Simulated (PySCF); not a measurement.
Choosing a basis for TDDFT

Species: C2H5BrOSi.
SMILES: `[SiH3]O/C=C\Br`

TDDFT with PBE0 (PySCF), vertical singlets, core orbitals frozen in the response, spherical d and f functions. Geometry: PBE0-D3(BJ)/def2-SVP, one conformer, isolated molecule. Relativistic effects, spin–orbit coupling among them, are left out although an element past zinc is present.

| basis | functions | diffuse | S1 (eV) | S2 (eV) | S3 (eV) | S4 (eV) | S5 (eV) | LUMO (eV) | α (au) |
| --- | --- | --- | --- | --- | --- | --- | --- | --- | --- |
| 6-31G* | 102 | no | 5.43 | 5.82 | 6.52 | 7.08 | 7.30 | 0.41 | 59.1 |
| def2-SVP | 117 | no | 5.63 | 6.11 | 6.36 | 7.07 | 7.23 | 0.28 | 62.0 |
| def2-SVPD | 168 | yes | 5.31 | 5.69 | 6.16 | 6.43 | 6.77 | -0.04 | 76.4 |
| aug-cc-pVDZ | 177 | yes | 5.23 | 5.46 | 5.85 | 6.10 | 6.27 | -0.24 | 77.1 |
| def2-TZVP | 208 | no | 5.42 | 5.73 | 6.20 | 6.96 | 7.03 | 0.07 | 71.7 |
| def2-TZVPD | 259 | yes | 5.27 | 5.51 | 6.05 | 6.14 | 6.49 | -0.15 | 77.5 |

Problem. Compare the sets with the largest diffuse one.

Solution. States are compared by their number. Against the largest diffuse basis here (def2-TZVPD, itself not a converged limit), sets without diffuse functions differ by up to 0.36 eV in S1 and 0.81 eV in S5; the smaller diffuse sets differ by up to 0.04 and 0.28 eV. State by state, the largest deviation of a set without diffuse functions is S1 0.36, S2 0.60, S3 0.48, S4 0.94, S5 0.81 eV. The same number needn't mean the same state in each row. Against def2-TZVPD the polarisability deviates by -24% in 6-31G*, -20% in def2-SVP, -1% in def2-SVPD, -1% in aug-cc-pVDZ, -7% in def2-TZVP.
